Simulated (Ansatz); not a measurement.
I$_{2}$Sb (SMILES [I][Sb+][I]), charge +1, singlet, geometry from GFN2-xTB (core potentials on I, Sb); WB97X/def2-SV(P) run with Ansatz (a first-principles code).

The Ansatz input:
Ansatz 0.2 input:
```yaml
crystal:
  periodic: [false, false, false]
  atoms:
    - {symbol: Sb, position_ang: [0.99636671, 0.49528087, 0.28094358]}
    - {symbol: I, position_ang: [-0.84063518, 1.26437259, -1.50307590]}
    - {symbol: I, position_ang: [-0.11813279, -1.74096362, 1.23273397]}
basis:
  gaussian:
    orbitals: def2-SV_P_.json
hamiltonian:
  xc: {name: wB97X}
total_charge: 1
```
The basis file holds def2-SV(P) in the JSON format of the Basis Set Exchange.

Output, abridged:

```
Functional definition: wB97X
1006 factors; integrals over basis functions are off by at most 1.9e-4 eV
203 factors; integrals over basis functions are off by at most 4.9e-6 eV
mean field evaluation 1: about -22734.0724 eV, gradient 2.4e1 eV
mean field evaluation 2: about -22733.4234 eV, gradient 3.1e1 eV
mean field evaluation 4: about -22736.5323 eV, gradient 5.6e-1 eV
mean field evaluation 8: about -22736.5683 eV, gradient 5.7e-2 eV
mean field evaluation 16: about -22736.5683 eV, gradient 1.1e-4 eV
mean field -22736.56834191 eV, -835.5534751658 hartree, gradient 2.5e-5 eV, S^2 0.000000; 0 other end points of the search recorded, 0 dependent functions left out
reference -22736.56831820 eV, -835.5534742943 hartree; 36, 36 occupied and 42, 42 virtual orbitals, 1006 factors
Total energy: -22736.56831820 eV, -835.5534742943 hartree
```
